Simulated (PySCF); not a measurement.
ClH3S2Si. Atoms are numbered in the order given.

```xyz
7

Si     0.1973     0.0994    -0.4791
S     -0.9470     1.7095     0.3720
S     -0.9637    -1.6897    -0.7252
Cl     1.7939    -0.1170     0.8339
H      0.7431     0.3762    -1.8446
H     -1.9693     1.5467    -0.5169
H     -1.4608    -1.6421     0.5438
```
Charge 0, spin multiplicity 1.

Geometry: PBE-D3(BJ)/def2-SVP. Other conformers were not sampled.

The numbers are results of TDA-PBE0/def2-SVPD (PySCF 2.14.0), not measurements.

Vertical excitations. Gas-phase values at a fixed geometry.

Computed UV-visible absorptions:
```
state  energy (eV)  λ (nm)      f                                                                 main pairs
-----  -----------  ------  -----  -------------------------------------------------------------------------
S1            5.68     218  0.009                                                             HOMO→LUMO 92 %
S2            5.99     207  0.004                                                           HOMO−1→LUMO 85 %
S3            6.31     197  0.009                                                           HOMO→LUMO+1 77 %
S4            6.51     190  0.052                                                           HOMO→LUMO+2 82 %
S5            6.62     187  0.040  HOMO→LUMO+3 61 %, HOMO−1→LUMO+1 15 %, HOMO→LUMO+1 10 %, HOMO−1→LUMO+2 9 %
S6            6.85     181  0.025                  HOMO−1→LUMO+2 41 %, HOMO−1→LUMO+1 35 %, HOMO−1→LUMO+3 7 %
S7            6.93     179  0.022                   HOMO−1→LUMO+2 33 %, HOMO−1→LUMO+1 31 %, HOMO→LUMO+3 24 %
S8            7.06     176  0.006                                       HOMO−1→LUMO+3 64 %, HOMO−2→LUMO 16 %
S9            7.18     173  0.008                                                           HOMO→LUMO+4 70 %
S10           7.37     168  0.002                                         HOMO→LUMO+5 50 %, HOMO−3→LUMO 33 %
T1            5.25     236      0                                                             HOMO→LUMO 90 %
T2            5.57     223      0                                                           HOMO−1→LUMO 80 %
T3            5.91     210      0    HOMO→LUMO+1 52 %, HOMO−1→LUMO+3 10 %, HOMO→LUMO+2 10 %, HOMO→LUMO+3 8 %
T4            6.03     206      0                     HOMO→LUMO+3 47 %, HOMO−1→LUMO+1 20 %, HOMO→LUMO+1 17 %
```
Triplets are in the Tamm–Dancoff approximation.
